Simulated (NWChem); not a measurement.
Molecule: CH$_{6}$FNSi$_{2}$; SMILES [Si@H]1(F)NC[SiH2]1

```xyz
11

F     -0.3548    -2.0488    -0.6799
Si    -0.0649    -0.8796     0.4254
N      1.3686     0.0393     0.1549
C      1.0204     1.3901    -0.2951
Si    -0.8880     1.2492    -0.0321
H     -0.1272    -1.6190     1.7183
H      2.3481    -0.2257     0.1834
H      1.4776     2.1803     0.3275
H      1.2964     1.5912    -1.3470
H     -1.3952     2.0790     1.1029
H     -1.7258     1.5029    -1.2422
```
Atoms are numbered in this order, from 1.

Program: NWChem. Pople sets run with spherical d functions. Coordinates come from a PBE0/def2-SVP optimisation. GIAO values for the isolated, static molecule; σ is the absolute isotropic shielding, δ = σ(reference) − σ with the isolated reference molecule computed at the same levels (19F: trichlorofluoromethane, 1H: tetramethylsilane, 29Si: tetramethylsilane).

Estimate the computed values for B3LYP/6-31G*. Quantities: δ F1 (ppm); δ Si2 (ppm); δ Si5 (ppm); δ H8 (ppm); δ H9 (ppm); δ H10 (ppm); δ H11 (ppm).

δ F1 (ppm): -116.6
δ Si2 (ppm): 20.9
δ Si5 (ppm): -11.8
δ H8 (ppm): 2.90
δ H9 (ppm): 2.91
δ H10 (ppm): 4.38
δ H11 (ppm): 4.45
